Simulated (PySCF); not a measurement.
Compound: C₅H₃PS.
SMILES with atom numbers: `[P:1]#[C:2][c:3]1[cH:4][cH:5][s:6][cH:7]1`

Level of theory: PySCF 2.14.0, delta-SCF UKS SCAN, pcX-2 on the ionised atom, pcseg-1 elsewhere, spin-free X2C. Vertical ΔSCF values, vacuum level as zero.

Some binding energies are withheld.

```json
{"atom(s)": "C2", "bonded to": "C and P (triple bond)", "level": "C 1s", "binding energy (eV)": "290.42"}
{"atom(s)": "C3", "bonded to": "2 C (aromatic in the SMILES) and C", "level": "C 1s", "binding energy (eV)": "291.07"}
{"atom(s)": "C4", "bonded to": "2 C (aromatic in the SMILES) and H", "level": "C 1s", "binding energy (eV)": "290.49"}
{"atom(s)": "C5", "bonded to": "S (aromatic in the SMILES), C (aromatic in the SMILES) and H", "level": "C 1s", "binding energy (eV)": "?"}
{"atom(s)": "C7", "bonded to": "S (aromatic in the SMILES), C (aromatic in the SMILES) and H", "level": "C 1s", "binding energy (eV)": "290.65"}
{"atom(s)": "P1", "bonded to": "C (triple bond)", "level": "P 1s", "binding energy (eV)": "?"}
{"atom(s)": "P1", "bonded to": "C (triple bond)", "level": "P 2p3/2", "binding energy (eV)": "?"}
{"atom(s)": "S6", "bonded to": "2 C (aromatic in the SMILES)", "level": "S 1s", "binding energy (eV)": "2478.10"}
```

**Question.** Fill in P 2p3/2 for P1.

**Answer.** 135.83 eV (phosphorus bonded to C), with 2p1/2 at 136.72 eV.

**Question.** What is the C 1s binding energy of C5?

**Answer.** 290.87 eV (aromatic CH next to a ring sulfur). The nearest listed C 1s value is that of C3; the shift against it is -0.20 eV.

**Question.** Fill in P 1s for P1.

**Answer.** 2149.29 eV (phosphorus bonded to C).

The listed C 1s values span 0.65 eV, from C2 (bonded to C and P (triple bond)) to C3 (bonded to 2 C (aromatic in the SMILES) and C).

**Question.** What is the C 1s shift of C5 against C7?

**Answer.** 290.87 − 290.65 = +0.22 eV, or +21 kJ/mol.

Not every level is listed. The unrestricted hole states depart most from a pure doublet (⟨S²⟩ = 0.75; over 0.85 named) for C 1s of C2 (0.97), which makes this value less certain. The 2p values add to the ΔSCF energy of one spin-free hole a correction within the shell (spin–orbit coupling, ligand field). 2p1/2 minus 2p3/2 (ligand field included): P 0.89 eV. Isolated species at its GFN2-xTB geometry, gas phase.

Rough CPU time on one thread of a shared machine: about 5 min.
